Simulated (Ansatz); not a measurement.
Job for Ansatz (a program for electronic structure): U-PBE0/def2-SVP on Cu, 2S+1 = 2, a spin state set in the input, which need not be the lowest.

Ansatz 0.2 input:
```yaml
crystal:
  periodic: [false, false, false]
  atoms:
    - {symbol: Cu, position_ang: [0.00000000, 0.00000000, 0.00000000]}
basis:
  gaussian:
    orbitals: def2-SVP
hamiltonian:
  xc: {name: PBE0}
magnetization: {spin_polarized: true, initial_magnetization: 1}
scf: {lower_state_search: full}
```

Problem. Give the final energy of this run.

Solution. -1639.9890 hartree.
